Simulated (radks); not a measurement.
Q: Radial electron density D(r) = 4 pi r^2 rho(r) of an atom or ion with 68 electrons. Calculated with a radial shooting solver on a logarithmic mesh with Libxc functionals: Dirac Kohn-Sham, BLYP, spin-unpolarised, spherical densities, point nucleus.

r (bohr)  D(r) (e/bohr)
0.002728          24.46
0.003201          30.27
0.003787          37.41
0.004444          45.17
0.005257          54.15
0.006169          63.19
0.007239          72.22
0.008564          80.99
0.01005           87.85
0.01179           92.48
0.01395           94.32
0.01637           93.11
0.01937           89.51
0.02273           85.51
0.02667           83.27
0.03155           85.23
0.03702           92.36
0.0438            104.1
0.05139           115.3
0.06031           121.5
0.07135           118.8
0.08372           108.6
0.09825           97.22
0.1162            92.78
0.1364            98.56
0.1613            107.8
0.1893            107.4
0.2222            92.07
0.2628            67.98
0.3084            52.33
0.362             51.13
0.4282            57.93
0.5025            59.28
0.5944            50.08
0.6975            36.41
0.8186            24.88
0.9683            17.68
1.136             13.82
1.344             10.51
1.577             7.329
1.851             4.518
2.19              2.483
2.57              1.443
3.016            0.9712
3.567            0.7304
4.186            0.5468
4.952            0.3531
5.811            0.1947
6.819           0.08745
8.067           0.02941
9.467          0.008009
11.11          0.001637
13.14         0.0002176

What is the nuclear charge?

A: Z = 68. The innermost maximum, from 1s, lies near gamma/Z bohr with gamma = sqrt(1 - (Z/c)^2) = 0.868, here 0.0128 bohr (found: 0.0141), and its height grows with Z. The density is that of neutral erbium in [Xe] 4f12 6s2; the configuration itself is not fixed sharply by these data, and Z only to a few units. D(r) has 4 maxima, at r = 0.0141, 0.0628, 0.175, 0.475 bohr, and minima at 0.0273, 0.114, 0.337 bohr, inside which lie 2.02, 11.18, 29.57 electrons.
